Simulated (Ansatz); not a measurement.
`BB(C)O` + H₂Se → `CB(O)[SeH]` + BH₃ at 700 K and 1 bar (cleavage of the B–B bond).

Isolated molecules relaxed with PBE0-D4/def2-TZVP in Ansatz; ΔE leaves out vibrations. CCSD(T)/CBS adds triple-zeta CCSD(T) − MP2 to the extrapolated MP2 energy (def2 sets, frozen cores). This one scheme is used for every species. For Se outer-core shells are correlated without core-valence functions, which leaves a few kJ/mol of doubt a bond. Scalar relativity is left out up to krypton. One conformer a species, not always the lowest.

```json
{"species": "`BB(C)O`", "CCSD(T)/CBS energy (Eh)": "-166.44417", "H − E (kJ/mol)": "267.1", "S (J/(mol·K))": "420.0"}
{"species": "H₂Se", "CCSD(T)/CBS energy (Eh)": "-2401.89790", "H − E (kJ/mol)": "61.1", "S (J/(mol·K))": "251.1"}
{"species": "`CB(O)[SeH]`", "CCSD(T)/CBS energy (Eh)": "-2541.82476", "H − E (kJ/mol)": "234.5", "S (J/(mol·K))": "429.5"}
{"species": "BH₃", "CCSD(T)/CBS energy (Eh)": "-26.55200", "H − E (kJ/mol)": "96.5", "S (J/(mol·K))": "225.0"}
```

H − E and S are ideal-gas, rigid-rotor, harmonic terms from PBE0-D4/def2-TZVP, for one conformer and one mirror image of each species. 1 Eh = 2625.50 kJ/mol, R = 8.31446 J/(mol·K).

Task: By hand: ΔE, ΔH, ΔS and ΔG.

Result: ΔE = (-2541.82476) + (-26.55200) − (-166.44417) − (-2401.89790) = -0.03469 Eh = -91.1 kJ/mol. Δ(H − E) = 234.5 + 96.5 − 267.1 − 61.1 = 2.8, so ΔH = -88.3 kJ/mol. ΔS = 429.5 + 225.0 − 420.0 − 251.1 = -16.6 J/(mol·K). ΔG = -88.3 − 700 × (-16.6)/1000 = -76.7 kJ/mol.

Task: By hand: the equilibrium constant, and the temperature at which ΔG would vanish if ΔH and ΔS stayed fixed.

Result: log₁₀ K = −ΔG/(RT ln 10) = 5.7. ΔG = 0 at ΔH/ΔS = 5319 K, far beyond where these terms or the molecules hold.

ΔH outweighs TΔS. A doubt of 5 kJ/mol in ΔE shifts log₁₀ K by 0.4 here. Other conformers and mirror images would add mixing entropy, several J/(mol·K) or more a flexible species. Modes under 60 cm⁻¹, often nearly free rotors, make the harmonic entropy too high. These are equilibria of isolated gas molecules and say nothing of rates. Largest T1 diagnostic: 0.012 (customary marks: 0.02 for closed shells, 0.045 for open ones).
